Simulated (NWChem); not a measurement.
System: AlNH2F2; SMILES [NH2][Al]([F])[F]

```xyz
6

Al    -0.0004    -0.0353     0.0000
F     -1.4295    -0.8694     0.0000
F      1.4099    -0.9007     0.0000
N      0.0195     1.7134     0.0000
H      0.8593     2.2796     0.0000
H     -0.8066     2.2995     0.0000
```
Atoms are numbered in this order, from 1.

All runs use the structure optimised with PBE0/def2-SVP. B3LYP is NWChem's, with the RPA form of VWN correlation.

 Unshifted, non-relativistic core excitations; the lowest 4 roots alone, so stronger bands may lie above.

Task: List the first N K-edge excitations from B3LYP/6-311G** (spherical d), restricted-window TDA (NWChem).

Result: 
```json
[
 {"state": "S1", "energy (eV)": "386.9", "dipole oscillator strength": "0.0028", "leading excitation (squared amplitude)": "1s of atom 4 or its equivalents → LUMO (1.00)"},
 {"state": "S2", "energy (eV)": "387.9", "dipole oscillator strength": "0.0130", "leading excitation (squared amplitude)": "1s of atom 4 or its equivalents → LUMO+1 (0.99)"},
 {"state": "S3", "energy (eV)": "388.7", "dipole oscillator strength": "0.0109", "leading excitation (squared amplitude)": "1s of atom 4 or its equivalents → LUMO+2 (0.94)"},
 {"state": "S4", "energy (eV)": "389.2", "dipole oscillator strength": "0.0096", "leading excitation (squared amplitude)": "1s of atom 4 or its equivalents → LUMO+3 (0.93)"}
]
```
